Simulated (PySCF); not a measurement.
# Dipole moment and polarisability of `C#C[C@H]1CC[Se]1`

Compound: C₅H₆Se.
Geometry (PBE0-D3(BJ)/def2-SVP, Å), atoms numbered from 1 in this order:
```xyz
12
C5H6Se angstrom
C      2.545   -0.645    0.014
C      1.536    0.019    0.116
C      0.336    0.818    0.206
C     -0.787    0.444   -0.789
C     -1.617   -0.486    0.095
Se    -0.846    0.292    1.739
H      3.436   -1.240   -0.061
H      0.587    1.888    0.231
H     -0.423    0.002   -1.730
H     -1.361    1.350   -1.030
H     -1.329   -1.544    0.014
H     -2.708   -0.390    0.014
```

Level: B3LYP/def2-SVPD (PySCF), static field, nuclei fixed, core orbitals frozen in the response. The polarisability tensor in these axes (au):

```
x   102.50  -8.75  -7.60
y    -8.75  72.24   3.05
z    -7.60   3.05  83.41
```

Give the principal values, the mean and the anisotropy Δα = √{½[(α1 − α2)² + (α2 − α3)² + (α1 − α3)²]}.

Principal values 69.81, 80.76 and 107.58 au; mean 86.05 au = 12.75 Å³ = 14.19 × 10⁻⁴⁰ C²·m²/J; Δα = 33.67 au (39 % of the mean).

What is the dipole moment, and where does it point?

(-0.39, -0.06, -1.58) D, 1.63 D in size, pointing from the negative to the positive side. Measured along this direction, the outermost atoms are Se6 at the negative end and H9 at the positive end.

Along which axes do the principal values lie, and how far do the nuclei extend along each?

Largest value along (0.91, -0.25, -0.32), where the nuclei span 5.85 Å; middle along (0.33, 0.00, 0.94), 3.14 Å; least along (0.24, 0.97, -0.08), 3.76 Å. The strongest response lies along the longest span, while the other two are in reverse order.

Refractivity n − 1 of an ideal gas of it at 298.15 K and 1 atm, from the electronic α?

N = p/kT = 2.4615 × 10¹⁹ cm⁻³, so n − 1 = 2π × N × 12.75 × 10⁻²⁴ cm³ = 1972 × 10⁻⁶ at long wavelengths.

Orientational against electronic polarisability at 273 K (dilute gas, rigid molecules)?

In Gaussian units μ²/3kT = 23.38 Å³ against 12.75 Å³, a ratio of 1.83; the Debye molar polarisation (4π/3)N_A(α + μ²/3kT) is 91.1 cm³/mol, leaving out the vibrational part.

Isolated species at its PBE0-D3(BJ)/def2-SVP geometry (one conformer only). The calculation is non-relativistic, for selenium too.
